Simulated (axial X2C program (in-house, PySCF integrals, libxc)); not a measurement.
Curves of ClHoCl⁺ from open-shell CI on f10 s0

Calculated with an axial X2C code built on PySCF integrals: two-component X2C with atomic mean-field Coulomb and Gaunt terms, basis Cl dyall-v3z, Ho dyall-v3z (cores contracted in-house). Orbitals come from Hartree–Fock averaged over the configuration Ho f10 s0; CI then distributes these electrons over the f, s shells of Ho.

Scan along the symmetric stretch (R is each bond); masses Cl 34.969 u, Ho 164.930 u, Cl 34.969 u. Energies in cm⁻¹ from the lowest point; levels are followed by energy order within each Ω. Lowest level at 2.434 Å: 100% f10.

| R (Å) | (1)Ω=8 | (1)Ω=7 | (1)Ω=6 | (1)Ω=5 | (1)Ω=4 | (1)Ω=3 | (1)Ω=2 | (1)Ω=1 | (1)Ω=0 |
| --- | --- | --- | --- | --- | --- | --- | --- | --- | --- |
| 2.264 | 4959 | 5529 | 5739 | 5800 | 5848 | 5925 | 6019 | 6097 | 6127 |
| 2.349 | 1099 | 1608 | 1807 | 1877 | 1934 | 2011 | 2099 | 2170 | 2197 |
| 2.434 | 0 | 454 | 641 | 718 | 780 | 857 | 938 | 1002 | 1027 |
| 2.531 | 1193 | 1594 | 1769 | 1850 | 1916 | 1989 | 2064 | 2121 | 2143 |
| 2.629 | 4260 | 4614 | 4777 | 4861 | 4928 | 4998 | 5067 | 5118 | 5137 |
| 2.738 | 9133 | 9444 | 9595 | 9678 | 9745 | 9812 | 9874 | 9919 | 9936 |
| 2.872 | 16404 | 16670 | 16807 | 16888 | 16953 | 17015 | 17071 | 17110 | 17125 |

Problem. Fit the curves (1)Ω=8, (1)Ω=7, (1)Ω=6, (1)Ω=5, (1)Ω=4, (1)Ω=3, (1)Ω=2, (1)Ω=1, (1)Ω=0 near their minima.

Solution. From the open-shell CI curves, Te from the lowest:

```csv
level,Te (cm⁻¹),Re (Å),ωe (cm⁻¹)
(1)Ω=8,0,2.433,367.4
(1)Ω=7,454,2.435,366.6
(1)Ω=6,641,2.436,366.4
(1)Ω=5,718,2.435,366.3
(1)Ω=4,780,2.435,366.2
(1)Ω=3,856,2.435,366.1
(1)Ω=2,938,2.436,365.9
(1)Ω=1,1002,2.436,365.8
(1)Ω=0,1026,2.436,365.7
```

Without dynamic correlation distances can be off by several hundredths of an Å (long for ionic bonds, short for multiple bonds) and the wavenumbers are rough.

The 9 lowest curves are shown; the next is (2)Ω=7, from 4905 cm⁻¹.

There is no dynamic correlation: spin–orbit spacings and, for f shells, spacings inside one term are the most reliable numbers, splittings between terms come out too wide, and energies between configurations are not reliable, so the lowest level need not be the ground state of the molecule. At most 4 roots were kept for each Ω > 0 (twice that for Ω = 0) within 2.2 eV of the lowest, so higher up levels can be missing between those listed; levels with Ω > 0 are doubly degenerate and listed once, Ω = 0 levels singly. States that fill the shells left empty in the average are placed too high. The molecule was held linear; bending was not examined.
